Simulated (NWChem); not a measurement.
Species: SiH$_{4}$O$_{4}$; SMILES O[Si](O)(O)O

```xyz
9

O     -0.2649    -1.3792     0.8670
Si     0.0000     0.0000     0.0000
O      1.3792    -0.2649    -0.8670
O     -1.3792     0.2649    -0.8670
O      0.2649     1.3792     0.8670
H      0.5420    -1.8330     1.1486
H      1.8330     0.5420    -1.1486
H     -1.8330    -0.5420    -1.1486
H     -0.5420     1.8330     1.1486
```
Atoms are numbered in this order, from 1.

All runs: NWChem. Geometry optimised at B3LYP/6-31G*; all other runs use it. Pople sets run with spherical d functions. Vzz has the sign of the potential's second derivative.

```csv
quantity,level,value
Vzz O5 (a.u.),Hartree-Fock/def2-TZVP,[?]
"charge (e), Mulliken O3",Hartree-Fock/6-31G*,[?]
cavity-dispersion-structure term (kcal/mol) in cyclohexanone,"M05-2X/def2-SVP, SMD",-2.3
"first 1s excitation (eV), Si K edge, unshifted","PBE0/6-311G**, TDA",1802.9
highest harmonic frequency (cm⁻¹),B3LYP/6-31G*,3805
```

Q: What belongs in the gaps?

A: 
- Vzz O5 (a.u.), value: 1.448
- charge (e), Mulliken O3, value: -0.89
